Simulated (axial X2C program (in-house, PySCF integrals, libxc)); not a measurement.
**Curves of NbBr from open-shell CI on d3 s1 p(π)0**

Computed with an axial X2C code built on PySCF integrals: two-component X2C with atomic mean-field Coulomb and Gaunt terms, basis Nb dyall-v3z, Br dyall-v3z (cores contracted in-house). Orbitals come from Hartree–Fock averaged over the configuration Nb d3 s1 p(π)0; CI then distributes these electrons over the d, s, p(π) shells of Nb.

Scan along the bond; masses Nb 92.906 u, Br 78.918 u. Energies in cm⁻¹ from the lowest point; levels are followed by energy order within each Ω. Lowest level at 2.609 Å: 92% d3 s1 + 7% d4.

```
R (Å)  (1)Ω=0  (1)Ω=1  (2)Ω=0  (2)Ω=1  (1)Ω=2  (1)Ω=3  (3)Ω=0
2.426     999    1058    1141    1199    1330    1581    2014
2.518     114     196     263     335     444     710     983
2.609       0      97     151     251     330     609     776
2.713     519     625     669     811     850    1143    1234
2.818    1518    1629    1669    1850    1852    2157    2201
2.935    2986    3100    3141    3355    3324    3640    3649
3.079    5078    5192    5240    5478    5420    5747    5726
```

Task: Fit the curves (1)Ω=0, (1)Ω=1, (2)Ω=0, (2)Ω=1, (1)Ω=2, (1)Ω=3, (3)Ω=0 near their minima.

Result: From the open-shell CI curves, Te from the lowest:

| level | Te (cm⁻¹) | Re (Å) | ωe (cm⁻¹) |
| --- | --- | --- | --- |
| (1)Ω=0 | 0 | 2.579 | 238.8 |
| (1)Ω=1 | 92 | 2.577 | 238.3 |
| (2)Ω=0 | 150 | 2.579 | 238.3 |
| (2)Ω=1 | 240 | 2.574 | 242.4 |
| (1)Ω=2 | 329 | 2.579 | 239.1 |
| (1)Ω=3 | 605 | 2.577 | 239.7 |
| (3)Ω=0 | 796 | 2.591 | 241.4 |

Without dynamic correlation distances can be off by several hundredths of an Å (long for ionic bonds, short for multiple bonds) and the wavenumbers are rough.

The 7 lowest curves are shown; the next is (4)Ω=0, from 853 cm⁻¹.

There is no dynamic correlation: spin–orbit spacings and, for f shells, spacings inside one term are the most reliable numbers, splittings between terms come out too wide, and energies between configurations are not reliable, so the lowest level need not be the ground state of the molecule. For d shells the ligand-field splittings (σ, π, δ) and their order can be off by a thousand cm⁻¹ or more. At most 4 roots were kept for each Ω > 0 (twice that for Ω = 0) within 3.2 eV of the lowest, so higher up levels can be missing between those listed; levels with Ω > 0 are doubly degenerate and listed once, Ω = 0 levels singly. States that fill the shells left empty in the average are placed too high.
